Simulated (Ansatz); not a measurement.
A structure relaxed at PBE-D4/def2-SVP in Ansatz, charge 0, singlet:

```xyz
42

In   -2.2450    1.1619   -3.6105
N    -3.0052    2.2512   -1.7624
N    -0.6633    0.0086   -2.5557
In    0.9325    1.3134   -1.8213
In   -2.1028    1.9039    0.2387
N     0.0368    2.2521   -0.0304
N     2.4508   -0.0201   -0.9817
In    4.2548    1.1025   -0.3261
In    1.0830    1.8738    1.8494
N     3.2353    2.1895    1.3941
In   -1.5200   -1.4751   -1.1945
N    -2.1732   -0.2594    0.5335
N     0.1787   -2.6036   -0.4009
In    1.8410   -1.5059    0.5046
In   -1.2428   -0.7694    2.4429
N     0.8540   -0.2879    2.0644
In   -0.4872   -4.2900    0.8863
N    -1.3214   -2.9876    2.5560
H    -1.4986    2.4206   -4.5605
H    -3.5538    0.0872   -4.0300
H    -2.9536    3.2637   -1.9532
H    -4.0164    2.0633   -1.6826
H    -0.2177   -0.5514   -3.3045
H     1.5091    2.5179   -2.9410
H    -2.9054    2.8795    1.4424
H     0.1253    3.2710   -0.1866
H     2.7813   -0.5794   -1.7884
H     4.5921    2.3680   -1.4787
H     5.3555    0.0050    0.4664
H     0.6040    2.8473    3.2161
H     3.3760    3.2014    1.2515
H     3.7668    1.9821    2.2536
H    -2.8365   -2.4239   -1.8297
H    -3.1763   -0.4811    0.6560
H     0.5932   -3.0671   -1.2293
H     3.1194   -2.4778    1.1811
H    -1.9576   -0.0646    3.8702
H     1.3464   -0.5239    2.9431
H    -1.9041   -5.0241    0.1810
H     0.9102   -5.0476    1.6057
H    -2.3075   -3.2551    2.6979
H    -0.8575   -3.2691    3.4333
```

Problem. Give its formula and point group.

Solution. In9N9H24, a nanocrystal cut from wurtzite InN (hydrogen-capped). Point group C3v (tolerance 0.1 Å).

Problem. Summarise the bond lengths by kind (pairs closer than 1.2 times the sum of covalent radii, bridged metal pairs left out).

Solution. 24 × In–N 2.18 to 2.28 Å; 12 × H–In 1.74 Å; 12 × H–N 1.03 to 1.04 Å.

In the def2 sets In takes a core potential; there is no spin–orbit coupling. Single mean-field runs in def2-SVP are fitted with def2-universal-jkfit.
